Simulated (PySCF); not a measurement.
Al(H)2(OH) (AlH₃O), SMILES [OH][AlH2].

Geometry: PBE0-D3(BJ)/def2-TZVP. The geometry has at least one imaginary mode, so it is a saddle point at that level.

Method: PBE0/def2-TZVPD (PySCF).

Symmetry labels are those of the subgroup C2v that the program uses (full group C2v).

Computed valence orbital energies around the gap with their symmetry:
```csv
orbital,symmetry,energy (eV)
HOMO−7,A1,-73.58
HOMO−6,B2,-73.52
HOMO−5,A1,-27.26
HOMO−4,A1,-15.15
HOMO−3,A1,-10.40
HOMO−2,B2,-9.67
HOMO−1,B1,-9.48
HOMO,B2,-8.01
LUMO,B1,-0.87
LUMO+1,A1,-0.12
LUMO+2,A1,0.82
LUMO+3,A1,1.06
```
